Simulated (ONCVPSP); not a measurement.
# Which change was made? (Fe, ONCV)

iron, optimised norm-conserving Vanderbilt (ONCV), made with ONCVPSP 4.0.1 (LDA (Perdew-Zunger), fully relativistic). Core [Ne], reference 3s2 3p6 3d6 4s2. Waves: 3s+4s: rc 1.60 bohr, ncon 4, nbas 7, qcut 8.6 1/bohr, 3 projectors, debl 1 Ha; 3p: rc 1.05 bohr, ncon 4, nbas 8, qcut 16.6 1/bohr, 2 projectors, debl 1 Ha; 3d: rc 1.65 bohr, ncon 4, nbas 8, qcut 8.5 1/bohr, 3 projectors, debl 0.5 Ha. Local part: polynomial inside 0.90 bohr (lpopt 5, dvloc0 6 Ha). Core correction: polynomial model core, fcfact 0.6.

Open shells are filled in proportion to 2j + 1.

In the p channel the program set the typed energies aside and used -2.183, 0.250 Ha (j = l + 1/2; the other j can differ).

Cutoffs, loose and tight: the cutoffs (Ha) at which the residual kinetic energy of the hardest occupied pseudo-wave falls to 1 and 0.1 mHa per electron. They do not see the model core or the augmentation charge, which bear on the density cutoff. Test errors are all-electron minus pseudo excitation energies from the reference, over the configurations 3s2 3p6 3d6 4s1; 3s2 3p6 3d6 4s0; 3s2 3p6 3d5 4s0; 3s2 3p6 3d6 4s1 4p1; variants that change the core or the reference have their own tests.

The base gives: outcome: generated, projector energies reset by the program; cutoff, loose: 60 Ha; cutoff, tight: 80 Ha; bound ghosts: none; GHOST(+) flags above zero: d5/2, d3/2; largest test error (meV): +52.

Problem. After one change the result is: outcome: failed: ERROR pspot: first pseudo wave function has node, program will stop. Which change was it?
A. s: qcut 12.4; p: qcut 23.9; d: qcut 12.2
B. p: qcut 12.1
C. p: rc 0.88; local potential polynomial inside 0.88 bohr (lpopt 5, dvloc0 6 Ha)

Solution. A. The others give: p: rc 0.88; local potential polynomial inside 0.88 bohr (lpopt 5, dvloc0 6 Ha) → outcome: generated, projector energies reset by the program; cutoff, loose: 77 Ha; cutoff, tight: 96 Ha; bound ghosts: none; GHOST(+) flags above zero: d5/2, d3/2; largest test error (meV): +51 | p: qcut 12.1 → outcome: generated, projector energies reset by the program; cutoff, loose: 32 Ha; cutoff, tight: 50 Ha; bound ghosts: none; GHOST(+) flags above zero: d5/2, d3/2; largest test error (meV): +52.
